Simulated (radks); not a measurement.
Results of a calculation; reference values are marked as such.
Spherical quantum dot in the effective-mass picture: electrons in a parabolic well V = omega^2 r^2 / 2 with omega = 0.279, all in effective atomic units (hartree* = m*/eps^2 hartree, bohr* = eps/m* bohr), one dielectric constant everywhere. Level of theory: non-relativistic Kohn-Sham, PBE, spin-polarised, spherical densities (a radial shooting solver with Libxc functionals). Levels are named by radial order and angular momentum (1s, 1p, 1d, 2s, ...), and open shells are averaged over m. Results are scaled to m* = 0.048 and eps = 14.8, for which hartree* = 5.963 meV and bohr* = 16.32 nm.

N = 7, configuration 1s2 1p(up 3, down 2). This is the lowest configuration that the search found. Occupied and some empty levels:

level    occupation  eigenvalue (meV)  <r> (nm)
1s up             1            12.654     50.16
1s down           1            12.728     49.69
1p up             3            13.471     60.49
1p down           2            13.560     60.48
1d up             0            14.464     68.23
1d down           0            14.553     68.39
2s up             0            14.847     58.87
2s down           0            14.892     58.98
1f up             0            15.584     74.79
1f down           0            15.668     75.04

Energy (meV): total 58.3238, kinetic 7.7017, external 22.249, Hartree 37.205, exchange-correlation -8.8322.

Electron density:

r (nm)  n(r) (e/nm^3)
8.48        3.391e-06
17.6        3.947e-06
26.7        4.583e-06
35.8        4.943e-06
44.9        4.758e-06
54.0        3.980e-06
63.1        2.822e-06
72.2        1.653e-06
81.3        7.851e-07
90.4        3.049e-07
99.5        9.797e-08
109         2.588e-08
118         5.562e-09
